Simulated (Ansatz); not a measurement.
Cost and result for the atomization energy of C2H6GeO, SMILES `[CH3][GeH2][CH]=O` (10 atoms, 9 bonds).

```csv
atom,x (Å),y (Å),z (Å)
C1,-1.481,0.041,0.213
Ge2,0.212,0.104,-0.740
C3,1.690,-0.175,0.587
O4,1.469,-0.348,1.755
H5,-2.316,0.190,-0.473
H6,-1.592,-0.926,0.704
H7,-1.504,0.819,0.976
H8,0.327,-0.999,-1.811
H9,0.450,1.463,-1.430
H10,2.745,-0.168,0.220
```

Total charge 0; spin multiplicity 1. Correlated methods include outer-core shells of Ge, which these sets cover unevenly. Scalar relativity is left out up to krypton. The structure was optimised at the PBE0-D4/def2-TZVP level. It is one conformer, not always the lowest. Program: Ansatz. All runs use 4 threads of an Arm Neoverse V1 on a shared host. Times are those of one run each, without the atoms' runs, and a repeat can differ threefold. Electronic energies, without spin–orbit coupling; frozen cores. CCSD(T)/CBS adds CCSD(T) − MP2 in def2-TZVPP to the MP2 limit, and its time is that of the two runs behind it. T1 = 0.013. With those shells the extrapolation isn't a true limit. B3LYP takes the VWN-RPA correlation (the form of Gaussian; ORCA's B3LYP/G).

CCSD(T)/CBS is a level of theory with its own doubt, some kJ/mol a heavy atom from the limit and from the frozen cores, so smaller differences don't rank the functionals.

| level | functions | wall time | atomization (kcal/mol) | difference from CCSD(T)/CBS | per bond |
| --- | --- | --- | --- | --- | --- |
| PBE-D4/def2-TZVPP (with forces) | 225 | 2.3 s | 869.8 | 14.6 | 1.6 |
| PBE0-D4/def2-TZVPP | 225 | 2.9 s | 852.5 | -2.7 | -0.3 |
| r2SCAN-D4/def2-TZVPP (with forces) | 225 | 4.6 s | 856.3 | 1.1 | 0.1 |
| B3LYP-D4/def2-TZVPP (with forces) | 225 | 4.8 s | 852.3 | -2.9 | -0.3 |
| B2PLYP/def2-TZVPP | 225 | 5.5 s | 845.2 | -10.0 | -1.1 |
| ωB97X-V/def2-TZVPP | 225 | 8 s | 856.5 | 1.3 | 0.1 |
| ωB97M-V/def2-TZVPP (with forces) | 225 | 11 s | 853.0 | -2.2 | -0.2 |
| MP2/def2-QZVPP | 440 | 32 s | 856.7 | 1.5 | 0.2 |
| CCSD(T)/def2-TZVPP | 225 | 2.4 min | 837.2 | -18.0 | -2.0 |
| CCSD(T)/CBS(def2) | – | 2.9 min | 855.2 | 0.0 | 0.0 |

In def2-TZVPP, CCSD(T) changes the Hartree–Fock value by +224.0 kcal/mol (the triples alone add +13.3 kcal/mol) and MP2 by +233.0 kcal/mol; breaking electron pairs costs correlation energy, which Hartree–Fock lacks. The D4 term adds +6.5 kcal/mol with B3LYP and +3.4 kcal/mol with PBE0; it sums over pairs of atoms, weighted by their polarisabilities, and B3LYP, whose exchange is more repulsive, gets the larger term. From PBE to PBE0 (25 % exact exchange), in def2-TZVPP and without D4, the atomization energy moves by −16.7 kcal/mol: exact exchange takes away binding that semilocal exchange gives to molecules.
